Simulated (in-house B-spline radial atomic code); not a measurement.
The numbers below are computed, except where a source is named.
# Making a Troullier-Martins s channel for C, r_c = 1.06 bohr

C, [He] 2s2 2p2, non-relativistic LDA (VWN5), spherical and spin-unpolarised, from an all-electron radial atomic-structure program (B-spline basis) (atomic units). The all-electron 2s level is ε = -0.500866 hartree, its outermost node lies just inside 0.39 bohr and its outer maximum at 1.22 bohr.

Inside r_c the pseudo-orbital is u(r) = r^1 exp(p(r)), with p = c0 + c2 r² + c4 r⁴ + … + c12 r¹². The seven coefficients follow from p and its first four derivatives at r_c, from zero curvature of the screened potential at the origin, c4 = −c2²/(2l + 5), and from the norm inside r_c. At r_c the all-electron orbital has P = 0.7964662, P' = 0.2558374, the screened potential V = -1.720386, V' = 2.974512, V'' = -6.955249, and the norm inside is Q = 0.2384685.

Q: What are p, p' and p'' at r_c?

A: p = ln(P/r_c^1) = ln(0.7964662/1.06) = -0.28584. p' = P'/P − 1/r_c = 0.32122 − 0.94340 = -0.62218. The radial equation gives p'' = 2(V − ε) − 2(1) p'/r_c − p'² = -2.43904 − (-1.17393) − 0.38711 = -1.65222. Differentiating, p''' = 2V' + 2(1)p'/r_c² − 2(1)p''/r_c − 2p'p'' = 5.903, and p'''' = 2V'' − 4(1)p'/r_c³ + 4(1)p''/r_c² − 2(1)p'''/r_c − 2p''² − 2p'p''' = -26.955.

For a trial c2 the five matching conditions are linear in c0, c6, c8, c10 and c12, and c2 is varied until the norm inside r_c equals Q. The root nearest zero gives:

```json
{"n": "0", "c_n": "-0.6075105"}
{"n": "2", "c_n": "1.18761"}
{"n": "4", "c_n": "-0.2820835"}
{"n": "6", "c_n": "-2.1207"}
{"n": "8", "c_n": "2.598582"}
{"n": "10", "c_n": "-1.254404"}
{"n": "12", "c_n": "0.2267923"}
```

Q: Check c4 and p(r_c), and find the screened pseudopotential at the origin.

A: −c2²/5 = -0.282083, as listed. The terms c_n r_c^n are -0.60751, 1.33440, -0.35612, -3.00825, 4.14174, -2.24645, 0.45635, which sum to -0.28584. Inverting the radial equation, V_l(r) = ε + 1 p'/r + (p'' + p'²)/2, so V_l(0) = ε + (2l + 3) c2 = -0.500866 + 3 × (1.18761) = 3.0620 hartree, finite where the all-electron potential diverges.

Orbitals and screened potentials:

```csv
r (bohr),P,u,V all-electron,V pseudo
0.106,-0.3382,0.05851,-47.02,3.056
0.265,-0.2208,0.1566,-14.82,2.851
0.424,0.09065,0.2806,-7.63,1.904
0.583,0.3809,0.4361,-4.68,0.02889
0.742,0.5944,0.6006,-3.182,-1.789
0.901,0.7284,0.7284,-2.298,-2.221
1.06,0.7965,0.7965,-1.72,-1.72
```

Logarithmic derivatives P'/P at R = 1.36 bohr, for energies E around ε:

```
E − ε (hartree)  all-electron      pseudo
           -0.5      0.385872    0.384771
          -0.25      0.112616    0.112272
           -0.1    -0.0699845  -0.0700478
              0     -0.200983   -0.200983
            0.1     -0.340437   -0.340514
           0.25     -0.567862   -0.568429
            0.5      -1.00734    -1.01037
```

Q: With P(R) = 0.8028937 and a norm of 0.435332 inside R, what slope in energy does norm conservation fix?

A: d(P'/P)/dE = −2 × (norm inside R)/P(R)² = -1.3506 per hartree·bohr at E = ε, for both atoms, since orbital and norm agree at R. Differences over ±0.1 hartree give -1.3523 (all-electron) and -1.3523 (pseudo), which also hold third-order terms. Half a hartree below ε the two curves differ by -0.0011.
